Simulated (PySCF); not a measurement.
# Calcium: a sound run and one with changed settings

Sound run: Ca [Ar] 4s2, Ca⁺ [Ar] 4s1. Calculation: PySCF 2.14, in def2-SVP; no relativity, point nucleus. In the sound run the correlated levels freeze [Ar]. The sound run starts from symmetry-adapted Hartree-Fock orbitals and uses a fine grid where one is needed.

Changed run: all electrons correlated in a basis built for the valence shell.

| species | method | sound run (hartree) | changed run (hartree) | converged |
| --- | --- | --- | --- | --- |
| Ca | MP2 | -676.67797 | -676.78425 | yes |
| Ca | CCSD(T) | -676.68762 | -676.79967 | yes |
| Ca⁺ | MP2 | n/a | -676.57093 | yes |
| Ca⁺ | CCSD(T) | n/a | -676.58098 | yes |

Ionisation energy of Ca:

```
 method  sound run (eV)  changed run (eV)
    UHF           5.133             5.133
    MP2           5.603             5.805
SCS-MP2           5.697             5.859
   CCSD           5.866             5.929
CCSD(T)           5.866             5.951
```

A valence basis has no tight correlating functions, so it recovers only part of the core correlation, and not evenly between atom and ion.

For comparison, NIST gives 6.113 eV between the lowest levels.
